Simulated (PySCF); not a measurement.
## The third ionisation energy along group 12

All values are computed (PySCF 2.14, energy differences of UHF-based or UKS calculations, no spin-orbit coupling). Values in eV. The last column holds reference values (NIST; (s) semi-empirical, (t) theoretical, else measured). Unmarked ones compare directly (S terms, centres of terms, or small fine structure); those marked * lie between the lowest fine-structure levels and include a spin-orbit shift.

```tsv
element	configurations	MP2 (valence)	SCS-MP2 (valence)	CCSD (valence)	CCSD(T) (valence)	LDA	r2SCAN	reference
Zn (aug-cc-pVDZ-PP with ECP10MDF, ECP)	[Ar] 3d10 → [Ar] 3d9	39.936	39.588	39.312	39.415	40.714	39.452	39.723 *
Cd (aug-cc-pVDZ-PP with ECP28MDF, ECP)	[Kr] 4d10 → [Kr] 4d9	37.746	37.549	37.483	37.532	38.006	37.524	37.468 ± 0.006 *
Hg (aug-cc-pVDZ-PP with ECP60MDF, ECP)	[Xe] 4f14 5d10 → [Xe] 4f14 5d9	35.241	35.082	34.994	35.034	35.695	35.207	34.49 ± 0.05 *
```

"Valence" correlates the outer s and p shells and, in groups 3 to 12 and the f block, the outer d or f shell, open or full, or the next shell where the ion has no valence electron left; the wider scheme adds the next inner shell.
